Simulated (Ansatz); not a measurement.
Reaction (formal loss of a carbene): `CC(F)[O][AlH2]` → `C[O][AlH2]` + `[CH]F`

Gas-phase electronic energies from Ansatz, PBE0-D4/def2-TZVP geometries. CCSD(T)/CBS adds triple-zeta CCSD(T) − MP2 to the extrapolated MP2 energy (def2 sets, frozen cores). This one scheme is used for every species. DFT in def2-TZVPP. One conformer a species, not always the lowest.

`CC(F)[O][AlH2]`:

Cartesian coordinates in Å:
```
C 0.347 -1.325 0.897
C 0.696 -0.354 -0.200
F 0.181 -0.846 -1.398
O 0.198 0.891 0.033
Al -0.991 1.890 -0.660
H 0.750 -0.967 1.845
H -0.738 -1.407 0.980
H 0.765 -2.308 0.679
H 1.781 -0.289 -0.354
H -1.915 1.405 -1.842
H -1.073 3.311 0.020
```

`C[O][AlH2]`:

Z-matrix (Å, degrees):
```
C
O 1 1.397
H 1 1.098 2 112.6
H 1 1.095 2 110.1 3 120.6
H 1 1.095 2 110.1 3 -120.6
Al 2 1.686 1 134.1 3 0.5
H 6 1.585 2 118.7 1 -0.0
H 6 1.577 2 116.3 1 -180.0
```

`[CH]F`:

Cartesian coordinates in Å:
```
C 0.153 -0.482 -0.059
F -0.451 0.374 -0.830
H 0.298 0.109 0.889
```

CCSD(T)/CBS gives +438.2 kJ/mol.

(1) Another level gave +468.2 kJ/mol. Which?
A. BLYP-D4/def2-TZVPP
B. r2SCAN0-D4/def2-TZVPP
C. PBE/def2-TZVPP
D. SCS-MP2/def2-TZVPP

Largest T1 diagnostic among the species: 0.018.

Answers

(1) B. r2SCAN0-D4 468.2, PBE 444.6, SCS-MP2/def2-TZVPP 439.5, BLYP-D4 419.8 kJ/mol.

From PBE to PBE0 (25 % exact exchange), in def2-TZVPP and without D4, ΔE moves by +11.3 kJ/mol. At CCSD(T), def2-SVP lies +4.6 kJ/mol from the extrapolated value and def2-TZVPP −5.8 kJ/mol.

CCSD(T)/CBS has its own doubt, a few kJ/mol and more with outer-core shells, so smaller differences from it don't rank the levels.
